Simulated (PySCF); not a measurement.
**Where the electron goes**

Species: C₅H₅NO.
Structure used (GFN2-xTB), in Å, numbered top down from 1:
```xyz
12
C5H5NO angstrom
C     -1.602   -0.958    0.067
O     -1.097    0.101    0.853
C     -0.155    0.876    0.191
C      0.973    1.438    0.964
C      1.303    0.438    0.176
C      2.192   -0.470   -0.346
N      2.894   -1.254   -0.809
H     -2.070   -0.579   -0.849
H     -2.347   -1.465    0.676
H     -0.806   -1.662   -0.204
H     -0.551    1.394   -0.684
H      1.268    2.141    1.703
```

The calculation used PySCF, TDDFT PBE0/def2-SVPD, vertical, gas phase, core orbitals frozen in the response.

Kohn–Sham orbitals with the atoms that hold most of them (Löwdin shares over 4%, at most four atoms; ? is withheld):

```csv
orbital,ε (eV),atoms
LUMO+2,0.69,"C1 20%, C6 14%, C3 11%, C4 10%"
LUMO+1,0.09,"N7 34%, C6 30%, C5 12%, C3 11%"
LUMO,-2.07,"C4 32%, C5 24%, N7 19%, C6 15%"
HOMO,?,?
HOMO-1,-8.49,?
HOMO-2,-9.16,"O2 36%, C3 16%, C1 9%, C4 9%"
HOMO-3,-10.16,"N7 32%, C6 24%, O2 13%, C4 10%"
```

Problem. Which atoms hold the HOMO, and with what shares?

Solution. O2 (bonded to 2 C) 48%; C5 (bonded to 3 C) 11%; C3 (bonded to 2 C, O and H) 10%; C1 (bonded to O and 3 H) 8%. By element: oxygen 48%, carbon 28% or more.

Problem. Give the leading atoms of the HOMO-1.

Solution. C4 (bonded to 2 C and H) 25%; C5 (bonded to 3 C) 22%; N7 (bonded to C) 17%; C6 (bonded to C and N) 10%. By element: carbon 57% or more, nitrogen 17%.

Problem. What is the HOMO energy, and the HOMO–LUMO gap?

Solution. ε(HOMO) = -7.92 eV; the gap is 5.85 eV (0.2150 hartree).

Problem. The HOMO–LUMO gap is 5.85 eV. Where does the response calculation put the lowest singlet, and from which orbitals?

Solution. S1 is at 4.38 eV (f = 0.0004), 1.48 eV below the gap, made of HOMO→LUMO (94%). Without the coupling terms of the response equations the lowest excitation would equal the gap.

Problem. Give energy, strength and leading configuration of S1 and S5, and follow the Löwdin shares of the leading atoms from the occupied to the empty orbital.

Solution. 
- S1 (4.38 eV, f 0.0004), HOMO→LUMO (94%): O2 48% → at most 11%, C5 11% → 24%, C4 at most 8% → 32%
- S5 (6.82 eV, f 0.0027), HOMO-1→LUMO+1 (85%): C4 25% → at most 11%, C5 22% → 12%, N7 17% → 34%, C6 10% → 30%

Löwdin shares depend on the basis, the more so with diffuse functions.

One conformer stands for the species.
